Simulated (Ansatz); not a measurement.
AlN, charge +1, doublet (typed; the unrestricted solution is spin-contaminated), geometry from GFN2-xTB of the parent state (such geometries of metal compounds can be far from the true shape) (a state made from the parent by changing its charge; the spin is typed, not shown lowest); MP2/6-31G** run with Ansatz (an electronic-structure program).

Here is a job for Ansatz.
Ansatz 0.2 input:
```yaml
crystal:
  periodic: [false, false, false]
  atoms:
    - {symbol: Al, position_ang: [-0.00000000, -0.00000000, -0.59733836]}
    - {symbol: N, position_ang: [0.00000000, 0.00000000, 1.10934267]}
basis:
  gaussian:
    orbitals: 6-31G__.json
total_charge: 1
magnetization: {spin_polarized: true, initial_magnetization: 1}
correlation: {method: mp2}
```
The basis file holds 6-31G** in the JSON format of the Basis Set Exchange.

The log (banner, timings and long lists left out):

```
Functional definition: HF
300 factors; integrals over basis functions are off by at most 8.0e-4 eV
mean field evaluation 1: about -8040.1887 eV, gradient 4.3e1 eV
mean field evaluation 2: about -8040.2280 eV, gradient 4.2e1 eV
mean field evaluation 4: about -8050.7989 eV, gradient 5.5e0 eV
mean field evaluation 8: about -8051.2724 eV, gradient 1.8e0 eV
mean field evaluation 16: about -8053.1591 eV, gradient 6.7e-4 eV
mean field evaluation 32: about -8053.6963 eV, gradient 1.5e-3 eV
mean field evaluation 64: about -8051.6302 eV, gradient 1.5e-2 eV
mean field evaluation 96: about -8051.2739 eV, gradient 1.7e-1 eV
mean field evaluation 128: about -8043.4227 eV, gradient 2.2e1 eV
mean field evaluation 160: about -8052.9686 eV, gradient 7.6e-1 eV
mean field evaluation 192: about -8049.3016 eV, gradient 3.1e-1 eV
mean field evaluation 224: about -8052.9671 eV, gradient 1.3e0 eV
mean field evaluation 256: about -8051.3152 eV, gradient 1.3e-4 eV
mean field -8053.69633256 eV, -295.9678812301 hartree, gradient 1.4e-6 eV, S^2 1.763200; 16 other end points of the search recorded, 0 dependent functions left out
6 core orbitals not correlated
reference -8053.69633256 eV, -295.9678812301 hartree; 4, 3 occupied and 24, 25 virtual orbitals, 300 factors
second order -3.12350350 eV of doubles, -0.00000000 eV of singles
Total energy: -8056.81983606 eV, -296.0826678666 hartree
```
